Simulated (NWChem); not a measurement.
# C₂H₃BO₂; SMILES C(#C)B(O)O

```xyz
8

B      0.0000     0.0000    -0.5062
C      0.0000     0.0000     1.0456
C      0.0000     0.0000     2.2623
H      0.0000     0.0000     3.3380
O      0.0000     1.1580    -1.2107
H      0.0000     1.9323    -0.6416
O      0.0000    -1.1580    -1.2107
H      0.0000    -1.9323    -0.6416
```
Atoms are numbered in this order, from 1.

Program: NWChem. Pople sets run with spherical d functions. Medium grid unless said otherwise, to which SCAN and Minnesota functionals are sensitive. Geometry: optimised at PBE0/def2-SVP. Hybrids' shares of exact exchange are those that their runs print; pure functionals count as 0. The functionals differ in more than this share.

```csv
row,share of exact exchange,orbital gap (eV)
PBE/6-31G*,0.00,5.62
BLYP/6-31G*,0.00,5.59
B3LYP/6-31G*,0.20,7.42
PBE0/6-31G*,0.25,7.91
PW6B95/6-31G*,0.28,8.04
MN15/6-31G*,0.44,withheld
```

Task: Fit a straight line of the last column on the one before it, predict the withheld value, and compare with the run.

Result: 
1. Means of the 5 shown rows: x = 0.146, y = 6.916. Slope Σ(x − x̄)(y − ȳ)/Σ(x − x̄)² = 0.6640/0.07432 = 8.935; intercept 5.611.
2. The shown rows scatter about the line by 0.046 (root mean square); the largest residual is -0.07, at PW6B95/6-31G*.
3. At x = 0.44 (MN15/6-31G*; beyond the shown range) the line gives 9.54.
4. The run gives 9.23, -0.31 from the line, 6.7 times the scatter.
